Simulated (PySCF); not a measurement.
## Bond curve of LiSe

Set-up: basis Li x2c-SVPall, Se x2c-SVPall; spin-free X2C with a Gaussian nucleus; PySCF 2.14. Energies in eV from Li + Se in their ground configurations at the same level. State: ²Π (doublet), unpaired electrons π ↑.

All columns are PBE0. A positive dipole means Li(−)Se(+).

```tsv
R (Å)	E (eV)	μ (D)	Mulliken charge on Li (basis-dependent)	HOMO (eV)	LUMO (eV)	Mayer bond order	⟨S²⟩
1.951	-2.370	-5.79	0.54	-5.45	-3.12	0.85	0.75
2.042	-2.631	-6.07	0.55	-5.31	-2.99	0.83	0.75
2.133	-2.776	-6.35	0.55	-5.19	-2.87	0.82	0.75
2.201	-2.828	-6.56	0.55	-5.10	-2.78	0.82	0.75
2.269	-2.842	-6.77	0.54	-5.02	-2.70	0.82	0.75
2.337	-2.827	-6.99	0.54	-4.94	-2.62	0.82	0.75
2.428	-2.772	-7.27	0.53	-4.84	-2.51	0.82	0.75
2.541	-2.663	-7.62	0.52	-4.72	-2.39	0.83	0.75
2.677	-2.496	-8.04	0.51	-4.59	-2.25	0.83	0.75
2.859	-2.238	-8.58	0.50	-4.44	-2.09	0.82	0.76
```

A fit through these points gives, at Re = 2.265 Å, μ = -6.76 D and dμ/dR = -3.13 D/Å; the reduced mass is 6.45 u.

Question: How strong is the fundamental in the double-harmonic approximation, I = 42.26·(dμ/dR)²/μred km/mol?

Answer: I = 42.26·(-3.13)²/6.45 = 64.2 km/mol at PBE0.

Spin–orbit coupling is left out. The state is the lowest determinant that a PBE0 search found; another state may lie lower at other levels.
